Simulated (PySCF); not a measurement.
cyclopropene (C$_{3}$H$_{4}$), singlet, at a GFN2-xTB geometry; TPSS/6-31G* (PySCF).

Here is a job for PySCF.
```python
from pyscf import gto, scf, dft

mol = gto.M(
    atom='''
C    -0.02398035   -0.00988421    0.85291858
C     0.01415246   -0.64253561   -0.50675464
C     0.01392072    0.65410679   -0.49173477
H     0.86570208   -0.01692030    1.47406113
H    -0.94715748   -0.01665393    1.42309451
H     0.02873121   -1.56595013   -1.03014057
H     0.02816727    1.58940251   -0.99359004
''',
    basis='6-31g*',
    verbose=4,
)

mf = dft.RKS(mol)
mf.xc = 'tpss'
mf.DIIS = scf.EDIIS
mf.kernel()
```

Problem. Predict the main parts of the log of this PySCF run.

Solution. 
```
PySCF version 2.14.0

[INPUT] verbose = 4
[INPUT] num. atoms = 7
[INPUT] num. electrons = 22
[INPUT] charge = 0
[INPUT] spin (= nelec alpha-beta = 2S) = 0
[INPUT] symmetry False subgroup None
[INPUT] Mole.unit = angstrom
[INPUT] Symbol           X                Y                Z      unit          X                Y                Z       unit  Magmom
[...]
nuclear repulsion = 64.1101789561342
number of shells = 26
number of NR pGTOs = 97
number of NR cGTOs = 50
basis = 6-31g*
ecp = {}

******** <class 'pyscf.dft.rks.RKS'> ********
method = RKS
initial guess = minao
damping factor = 0
level_shift factor = 0
DIIS = <class 'pyscf.scf.diis.EDIIS'>
diis_start_cycle = 1
diis_space = 8
diis_damp = 0
SCF conv_tol = 1e-09
SCF conv_tol_grad = None
SCF max_cycles = 50
direct_scf = True
direct_scf_tol = 1e-13
XC library pyscf.dft.libxc version 7.1.2
    S. Lehtola, C. Steigemann, M. J. T. Oliveira, and M. A. L. Marques,  SoftwareX 7, 1–5 (2018)
XC functionals = tpss
    J. Tao, J. P. Perdew, V. N. Staroverov, and G. E. Scuseria,  Phys. Rev. Lett. 91, 146401 (2003)
    J. P. Perdew, J. Tao, V. N. Staroverov, and G. E. Scuseria,  J. Chem. Phys. 120, 6898 (2004)
    J. Tao, J. P. Perdew, V. N. Staroverov, and G. E. Scuseria,  Phys. Rev. Lett. 91, 146401 (2003)
    J. P. Perdew, J. Tao, V. N. Staroverov, and G. E. Scuseria,  J. Chem. Phys. 120, 6898 (2004)
radial grids:
    Treutler-Ahlrichs [JCP 102, 346 (1995); DOI:10.1063/1.469408] (M4) radial grids

becke partition: Becke, JCP 88, 2547 (1988); DOI:10.1063/1.454033
pruning grids: <function nwchem_prune>
grids dens level: 3
symmetrized grids: False
atomic radii adjust function: <function treutler_atomic_radii_adjust>
small_rho_cutoff = 0
Set gradient conv threshold to 3.16228e-05
Initial guess from minao.
tot grids = 81592
init E= -116.929149919755
[...]
cycle= 1 E= -116.602012838333  delta_E= 0.327  |g|= 0.369  |ddm|= 2.46
[...]
cycle= 2 E= -116.581635703454  delta_E= 0.0204  |g|= 0.465  |ddm|= 1.04
[...]
cycle= 3 E= -116.640566926096  delta_E= -0.0589  |g|= 0.06  |ddm|=  0.7
[...]
cycle= 4 E= -116.640566926601  delta_E= -5.05e-10  |g|= 0.06  |ddm|= 2.31e-08
[...]
cycle= 5 E= -116.640566928315  delta_E= -1.71e-09  |g|= 0.06  |ddm|= 7.85e-08
[...]
cycle= 6 E= -116.640566926323  delta_E= 1.99e-09  |g|= 0.06  |ddm|= 9.12e-08
[...]
cycle= 7 E= -116.640566926509  delta_E= -1.86e-10  |g|= 0.06  |ddm|= 8.5e-09
[...]
cycle= 8 E= -116.640566926632  delta_E= -1.23e-10  |g|= 0.06  |ddm|= 5.61e-09
[...]
[...]
[...]
cycle= 23 E= -116.641452971559  delta_E= 1.88e-10  |g|= 0.00656  |ddm|= 6.56e-08
[...]
cycle= 24 E= -116.641452971705  delta_E= -1.46e-10  |g|= 0.00656  |ddm|= 4.93e-08
[...]
cycle= 25 E= -116.641452971449  delta_E= 2.56e-10  |g|= 0.00656  |ddm|= 8.51e-08
[...]
cycle= 26 E= -116.641452971068  delta_E= 3.81e-10  |g|= 0.00656  |ddm|= 1.18e-07
[...]
cycle= 27 E= -116.641159967528  delta_E= 0.000293  |g|= 0.0334  |ddm|= 0.0392
[...]
cycle= 28 E= -116.641321928822  delta_E= -0.000162  |g|= 0.023  |ddm|= 0.0617
[...]
cycle= 29 E= -116.641403274194  delta_E= -8.13e-05  |g|= 0.0152  |ddm|= 0.0343
[...]
cycle= 30 E= -116.641447022096  delta_E= -4.37e-05  |g|= 0.008  |ddm|= 0.00758
[...]
cycle= 31 E= -116.641447021865  delta_E= 2.31e-10  |g|= 0.008  |ddm|= 1.74e-07
[...]
cycle= 32 E= -116.641447022118  delta_E= -2.53e-10  |g|= 0.008  |ddm|= 5.85e-08
[...]
cycle= 33 E= -116.641447022111  delta_E= 7.16e-12  |g|= 0.008  |ddm|= 9.97e-09
[...]
cycle= 34 E= -116.641447021982  delta_E= 1.29e-10  |g|= 0.008  |ddm|= 3.01e-08
[...]
cycle= 35 E= -116.641447022385  delta_E= -4.03e-10  |g|= 0.008  |ddm|= 9.29e-08
[...]
cycle= 36 E= -116.641416047098  delta_E= 3.1e-05  |g|= 0.0132  |ddm|= 0.0243
[...]
cycle= 37 E= -116.641440716177  delta_E= -2.47e-05  |g|= 0.00941  |ddm|= 0.0249
[...]
cycle= 38 E= -116.64146307142  delta_E= -2.24e-05  |g|= 0.00192  |ddm|= 0.00961
[...]
cycle= 39 E= -116.641463071541  delta_E= -1.21e-10  |g|= 0.00192  |ddm|= 1.96e-07
[...]
cycle= 40 E= -116.641463071242  delta_E= 2.99e-10  |g|= 0.00193  |ddm|= 3.5e-07
[...]
cycle= 41 E= -116.641463071297  delta_E= -5.43e-11  |g|= 0.00192  |ddm|= 6.61e-08
[...]
cycle= 42 E= -116.641463071282  delta_E= 1.43e-11  |g|= 0.00192  |ddm|= 2.75e-08
[...]
cycle= 43 E= -116.641463071309  delta_E= -2.69e-11  |g|= 0.00192  |ddm|= 3.62e-08
[...]
cycle= 44 E= -116.641453431971  delta_E= 9.64e-06  |g|= 0.00635  |ddm|= 0.00465
[...]
cycle= 45 E= -116.641457902993  delta_E= -4.47e-06  |g|= 0.00473  |ddm|= 0.0109
[...]
cycle= 46 E= -116.641460023674  delta_E= -2.12e-06  |g|= 0.00395  |ddm|= 0.00911
[...]
cycle= 47 E= -116.641463676103  delta_E= -3.65e-06  |g|= 0.00125  |ddm|= 0.00331
[...]
cycle= 48 E= -116.641463675858  delta_E= 2.45e-10  |g|= 0.00126  |ddm|= 3.65e-07
[...]
cycle= 49 E= -116.641463675659  delta_E= 1.99e-10  |g|= 0.00126  |ddm|= 3.3e-07
[...]
cycle= 50 E= -116.641463675887  delta_E= -2.29e-10  |g|= 0.00125  |ddm|= 3.64e-07
SCF not converged.
SCF energy = -116.641463675887
```

The run did not converge; its last values are not results.
